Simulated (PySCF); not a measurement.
## Radial density of Ne²⁺ (neon, charge +2)

UHF, [He] 2s2 2p3 3s1, 3s spin antiparallel (an excited configuration). Calculation: PySCF 2.14, in aug-cc-pVQZ with one added diffuse shell each of s, p, d, f, g type (7s6p5d4f3g, 105 functions); no relativity, point nucleus.

| r (bohr) | 4πr²ρ (e/bohr) | 4πr²(ρα − ρβ) |
| --- | --- | --- |
| 0.00241 | 0.04391 | -0.0002 |
| 0.00405 | 0.1200 | -0.0005 |
| 0.00682 | 0.3216 | -0.0013 |
| 0.0115 | 0.8289 | -0.0032 |
| 0.0193 | 2.007 | -0.0072 |
| 0.0324 | 4.369 | -0.0127 |
| 0.0546 | 7.973 | -0.0056 |
| 0.0918 | 10.86 | 0.0864 |
| 0.154 | 9.290 | 0.4910 |
| 0.260 | 5.045 | 1.6734 |
| 0.437 | 5.565 | 3.3890 |
| 0.735 | 5.958 | 3.2580 |
| 1.24 | 1.814 | 0.9044 |
| 2.08 | 0.5184 | -0.3963 |
| 3.50 | 0.2395 | -0.2391 |
| 5.88 | 0.005686 | -0.0057 |

The outer electron is Rydberg-like, and this basis confines it to a smaller radius and binds it less than a complete one would. With the s spin flipped the determinant is a mixture of two multiplicities, not a spectroscopic state.
